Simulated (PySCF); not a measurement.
## Worked example: oscillator strength and radiative lifetime

C3H10OSi2, SMILES C[C@@H]1O[C@H]([SiH3])[SiH2]1.

Geometry: PBE-D3(BJ)/def2-SVP. The structure was generated by enumeration; whether it is a known compound was not checked.

TDA-PBE/def2-SVPD (PySCF) puts the first singlet state with f over 0.02 at 6.15 eV (vertical), with the transition dipole (-0.387, 0.429, -0.310) in atomic units.

### Question
Find the oscillator strength, the wavelength and the radiative lifetime that this transition would have in vacuum if emission retraced absorption.

### Answer

|μ|² = 0.4299 au, so |μ| = 1.67 D. ΔE = 6.15/27.211 = 0.2260 hartree. f = (2/3) ΔE |μ|² = 0.065 (the program prints 0.065).
λ = 1239.84/6.15 = 202 nm; ν = 49603 cm⁻¹.
Einstein's coefficient A = 0.6670 ν² f s⁻¹ (ν in cm⁻¹) = 1.1e8 s⁻¹, so τ = 1/A = 9.4 ns. This state is S6; the lower singlets have f = 0.003, 0.005, 0.001, 0.014, 0.017. The figure is the radiative limit of this one transition; relaxation, internal conversion, crossing to triplets and a medium change what is measured.
